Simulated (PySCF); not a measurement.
PySCF input (CCSD(T)/cc-pVDZ):

```python
from pyscf import gto, scf, mp, cc as ccmod

mol = gto.M(
    atom='''
    Al   -0.00000000   -0.00000000   -0.53575021
    O    -0.00000000   -0.00000000   -2.24291911
    Cl    0.00000000    0.00000000    1.46518269
    ''',
    basis='cc-pvdz',
    charge=1,
    spin=1,
    symmetry='C2v',
    verbose=4,
)

mf = scf.UHF(mol)
mf.conv_tol = 1e-10
mf.max_cycle = 100
mf.kernel()
mp2 = mp.MP2(mf, frozen=11).run()
cc = ccmod.CCSD(mf, frozen=11)
cc.max_cycle = 100
cc.kernel()
et = cc.ccsd_t()
print(f'E(CCSD(T)) = {cc.e_tot + et:.9f}')
```

Output:

```
PySCF version 2.14.0

[INPUT] verbose = 4
[INPUT] num. atoms = 3
[INPUT] num. electrons = 37
[INPUT] charge = 1
[INPUT] spin (= nelec alpha-beta = 2S) = 1
[INPUT] symmetry C2v subgroup None
[INPUT] Mole.unit = angstrom
[INPUT] Symbol           X                Y                Z      unit          X                Y                Z       unit  Magmom
[INPUT]  1 Al     0.000000000000   0.000000000000  -0.535750210000 AA    0.000000000000   0.000000000000  -1.012421168078 Bohr   0.0
[INPUT]  2 O      0.000000000000   0.000000000000  -2.242919110000 AA    0.000000000000   0.000000000000  -4.238502837453 Bohr   0.0
[INPUT]  3 Cl     0.000000000000   0.000000000000   1.465182690000 AA    0.000000000000   0.000000000000   2.768794006554 Bohr   0.0

nuclear repulsion = 110.092408938945
point group symmetry = Coov, use subgroup C2v
symmetry origin: [0.00000000e+00 0.00000000e+00 5.96755637e-09]
symmetry axis x: [1. 0. 0.]
symmetry axis y: [0. 1. 0.]
symmetry axis z: [0. 0. 1.]
num. orbitals of irrep A1 = 25
num. orbitals of irrep A2 = 3
num. orbitals of irrep B1 = 11
num. orbitals of irrep B2 = 11
number of shells = 15
number of NR pGTOs = 108
number of NR cGTOs = 50
basis = cc-pvdz
ecp = {}

******** <class 'pyscf.scf.uhf_symm.SymAdaptedUHF'> ********
method = SymAdaptedUHF
initial guess = minao
damping factor = 0
level_shift factor = 0
DIIS = <class 'pyscf.scf.diis.CDIIS'>
diis_start_cycle = 1
diis_space = 8
diis_damp = 0
SCF conv_tol = 1e-10
SCF conv_tol_grad = None
SCF max_cycles = 100
direct_scf = True
direct_scf_tol = 1e-13
number electrons alpha = 19  beta = 18
Freeze 0 electrons in irreps []
    37 free electrons in irreps A1 A2 B1 B2
Set gradient conv threshold to 1e-05
init E= -776.249194673242
alpha HOMO (B1) = -0.46574678034083  LUMO (A1) = -0.101871007000578
beta  HOMO (B1) = -0.46574678034083  LUMO (B1) = -0.46574678034083

WARN: HOMO -0.46574678034083 >= LUMO -0.46574678034083

WARN: alpha-B1 HOMO -0.46574678034083 > system LUMO -0.46574678034083

WARN: alpha-B2 HOMO -0.46574678034083 > system LUMO -0.46574678034083

WARN: beta-B1 HOMO -0.46574678034083 > system LUMO -0.46574678034083

WARN: beta-B2 LUMO -0.46574678034083 < system HOMO -0.46574678034083

cycle= 1 E= -775.900547436336  delta_E= 0.349  |g|= 0.347  |ddm|= 1.15
alpha HOMO (B1) = -0.729775103734412  LUMO (A1) = -0.261184760129294
beta  HOMO (B1) = -0.701049651929472  LUMO (B2) = -0.273617316036067
  HOMO = -0.701049651929  LUMO = -0.273617316036  gap/eV = 11.63103
cycle= 2 E= -776.003232043879  delta_E= -0.103  |g|= 0.193  |ddm|= 0.557
alpha HOMO (B1) = -0.73185197378551  LUMO (A1) = -0.233234102548322
beta  HOMO (B2) = -0.702588275985168  LUMO (B2) = -0.266450909236242
  HOMO = -0.702588275985  LUMO = -0.266450909236  gap/eV = 11.86790
cycle= 3 E= -776.024062468367  delta_E= -0.0208  |g|= 0.0502  |ddm|= 0.154
alpha HOMO (B1) = -0.721487114983653  LUMO (A1) = -0.2200509573865
beta  HOMO (B2) = -0.717072917785633  LUMO (B2) = -0.231623002333436
  HOMO = -0.717072917786  LUMO = -0.231623002333  gap/eV = 13.20977
cycle= 4 E= -776.026569119856  delta_E= -0.00251  |g|= 0.0144  |ddm|= 0.0527
alpha HOMO (B1) = -0.725446856328721  LUMO (A1) = -0.222018717222165
beta  HOMO (B2) = -0.723357349598744  LUMO (B2) = -0.231346675686591
  HOMO = -0.723357349599  LUMO = -0.231346675687  gap/eV = 13.38829
cycle= 5 E= -776.026888169202  delta_E= -0.000319  |g|= 0.0068  |ddm|= 0.02
alpha HOMO (B1) = -0.72484472933404  LUMO (A1) = -0.222032108741191
beta  HOMO (B2) = -0.723423237307534  LUMO (B2) = -0.231338234341717
  HOMO = -0.723423237308  LUMO = -0.231338234342  gap/eV = 13.39031
cycle= 6 E= -776.026976740851  delta_E= -8.86e-05  |g|= 0.00359  |ddm|= 0.0119
alpha HOMO (B1) = -0.724563558104536  LUMO (A1) = -0.22216825011201
beta  HOMO (B1) = -0.723466627645144  LUMO (B2) = -0.231461351564218
  HOMO = -0.723466627645  LUMO = -0.231461351564  gap/eV = 13.38815
cycle= 7 E= -776.027008999304  delta_E= -3.23e-05  |g|= 0.00137  |ddm|= 0.00968
alpha HOMO (B1) = -0.724480986005439  LUMO (A1) = -0.222147828415196
beta  HOMO (B1) = -0.723507686808419  LUMO (B2) = -0.231583147895799
  HOMO = -0.723507686808  LUMO = -0.231583147896  gap/eV = 13.38595
cycle= 8 E= -776.027015062989  delta_E= -6.06e-06  |g|= 0.000584  |ddm|= 0.00475
alpha HOMO (B1) = -0.724393913968566  LUMO (A1) = -0.222146284587831
beta  HOMO (B1) = -0.723486171800906  LUMO (B2) = -0.231639240554375
  HOMO = -0.723486171801  LUMO = -0.231639240554  gap/eV = 13.38384
cycle= 9 E= -776.027016195401  delta_E= -1.13e-06  |g|= 0.000229  |ddm|= 0.00228
alpha HOMO (B1) = -0.724451038639739  LUMO (A1) = -0.222137312885846
beta  HOMO (B1) = -0.723546512763427  LUMO (B2) = -0.231641110994155
  HOMO = -0.723546512763  LUMO = -0.231641110994  gap/eV = 13.38543
cycle= 10 E= -776.027016327756  delta_E= -1.32e-07  |g|= 0.000103  |ddm|= 0.000722
alpha HOMO (B1) = -0.724425278833387  LUMO (A1) = -0.222143803941415
beta  HOMO (B1) = -0.723516797224544  LUMO (B2) = -0.231656893570657
  HOMO = -0.723516797225  LUMO = -0.231656893571  gap/eV = 13.38419
cycle= 11 E= -776.027016351813  delta_E= -2.41e-08  |g|= 3.53e-05  |ddm|= 0.000306
alpha HOMO (B1) = -0.724428618327622  LUMO (A1) = -0.22214128253597
beta  HOMO (B1) = -0.723513125295197  LUMO (B2) = -0.231658467161238
  HOMO = -0.723513125295  LUMO = -0.231658467161  gap/eV = 13.38405
cycle= 12 E= -776.027016354863  delta_E= -3.05e-09  |g|= 8.29e-06  |ddm|= 0.000104
alpha HOMO (B1) = -0.724430324522961  LUMO (A1) = -0.222141519357365
beta  HOMO (B1) = -0.723512159784932  LUMO (B2) = -0.231659695666543
  HOMO = -0.723512159785  LUMO = -0.231659695667  gap/eV = 13.38399
cycle= 13 E= -776.027016355038  delta_E= -1.75e-10  |g|= 3.03e-06  |ddm|= 2.35e-05
alpha HOMO (B1) = -0.724430999653549  LUMO (A1) = -0.222141337813664
beta  HOMO (B1) = -0.723511628159069  LUMO (B2) = -0.231659859908744
  HOMO = -0.723511628159  LUMO = -0.231659859909  gap/eV = 13.38397
cycle= 14 E= -776.027016355063  delta_E= -2.52e-11  |g|= 1.25e-06  |ddm|= 8.54e-06
alpha HOMO (B1) = -0.724431145006392  LUMO (A1) = -0.222141362789329
beta  HOMO (B1) = -0.723511514008786  LUMO (B2) = -0.231659900348653
  HOMO = -0.723511514009  LUMO = -0.231659900349  gap/eV = 13.38396
Extra cycle  E= -776.027016355065  delta_E= -2.61e-12  |g|= 8.09e-07  |ddm|= 1.93e-06
converged SCF energy = -776.027016355065  <S^2> = 0.75762312  2S+1 = 2.0076086

******** <class 'pyscf.mp.ump2.UMP2'> ********
nocc = (np.int64(8), np.int64(7)), nmo = (39, 39)
frozen orbitals 11
E(UMP2) = -776.341462834122  E_corr = -0.314446479056768
E(SCS-UMP2) = -776.33256546234  E_corr = -0.305549107274654
E_corr(same-spin) = -0.0828307703001551
E_corr(oppo-spin) = -0.231615708756613

******** <class 'pyscf.cc.uccsd.UCCSD'> ********
CC2 = 0
CCSD nocc = (np.int64(8), np.int64(7)), nmo = (39, 39)
frozen orbitals 11
max_cycle = 100
direct = 0
conv_tol = 1e-07
conv_tol_normt = 1e-06
diis_space = 6
diis_start_cycle = 0
diis_start_energy_diff = 1e+09
Init t2, MP2 energy = -0.314446475281945
Init E_corr(UCCSD) = -0.314446475282713
cycle = 1  E_corr(UCCSD) = -0.329216510855583  dE = -0.0147700356  norm(t1,t2) = 0.0789167
cycle = 2  E_corr(UCCSD) = -0.336419703054925  dE = -0.0072031922  norm(t1,t2) = 0.0251134
cycle = 3  E_corr(UCCSD) = -0.337102466326765  dE = -0.000682763272  norm(t1,t2) = 0.0169181
cycle = 4  E_corr(UCCSD) = -0.339112784454549  dE = -0.00201031813  norm(t1,t2) = 0.00833116
cycle = 5  E_corr(UCCSD) = -0.339010273790241  dE = 0.000102510664  norm(t1,t2) = 0.00261549
cycle = 6  E_corr(UCCSD) = -0.338954888446484  dE = 5.53853438e-05  norm(t1,t2) = 0.00151605
cycle = 7  E_corr(UCCSD) = -0.33902704998167  dE = -7.21615352e-05  norm(t1,t2) = 0.000642596
cycle = 8  E_corr(UCCSD) = -0.339030634978919  dE = -3.58499725e-06  norm(t1,t2) = 0.000190144
cycle = 9  E_corr(UCCSD) = -0.339031569390855  dE = -9.34411936e-07  norm(t1,t2) = 8.74298e-05
cycle = 10  E_corr(UCCSD) = -0.33902954507024  dE = 2.02432062e-06  norm(t1,t2) = 4.92241e-05
cycle = 11  E_corr(UCCSD) = -0.33902891352354  dE = 6.315467e-07  norm(t1,t2) = 2.12649e-05
cycle = 12  E_corr(UCCSD) = -0.339029114609989  dE = -2.01086449e-07  norm(t1,t2) = 1.01774e-05
cycle = 13  E_corr(UCCSD) = -0.339028968449612  dE = 1.46160377e-07  norm(t1,t2) = 5.04172e-06
cycle = 14  E_corr(UCCSD) = -0.339028958264036  dE = 1.01855762e-08  norm(t1,t2) = 2.93156e-06
cycle = 15  E_corr(UCCSD) = -0.339028913006727  dE = 4.5257309e-08  norm(t1,t2) = 1.39781e-06
cycle = 16  E_corr(UCCSD) = -0.339028886226333  dE = 2.67803937e-08  norm(t1,t2) = 7.21515e-07
UCCSD converged
E(UCCSD) = -776.3660452412918  E_corr = -0.3390288862263335
UCCSD(T) correction = -0.00803437966088552
E(CCSD(T)) = -776.374079621
```
